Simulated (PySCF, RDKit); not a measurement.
Dimer: NH3 (SMILES N) (first 4 atoms) with C3H6 (SMILES C=CC); geometry from B3LYP-D3(BJ)/def2-TZVP, rigid monomers moved along the line of their centres of mass till H4···C6 is 2.37 Å.
(charge 0, multiplicity 1):
```xyz
13

N     -0.21106    -0.20862     0.53719
H     -0.71185    -0.85499    -0.06195
H      0.73847    -0.14826     0.18707
H     -0.16549    -0.62346     1.46246
C      0.11624    -1.04813     3.97737
C     -0.52858     0.07918     3.69945
C      0.11624     1.39389     3.39996
H      1.19948    -1.08518     4.01932
H     -0.41264    -1.97059     4.18057
H     -1.61509     0.06557     3.66940
H     -0.23230     2.16599     4.09152
H      1.20304     1.33155     3.47440
H     -0.14421     1.72302     2.39057
```

Monomers are frozen at their geometry in the pair; levels with a basis set take the counterpoise correction. Rows marked so take none. RDKit's UFF carries no charges.

Rows in 6-31G* carry no dispersion term and start afresh at each structure (6-31G* with six Cartesian d functions).

The values were computed with PySCF for 6-31G* rows; RDKit for the force fields. Values without a source in brackets are computed.

Question: What interaction energy does UFF give?

Answer: 3.6 kcal/mol

Question: What interaction energy does B3LYP/6-31G* (no counterpoise) give?

Answer: -1.5 kcal/mol

Question: What is the computed interaction energy (M06-2X/6-31G* (no counterpoise))?

Answer: -3.3 kcal/mol
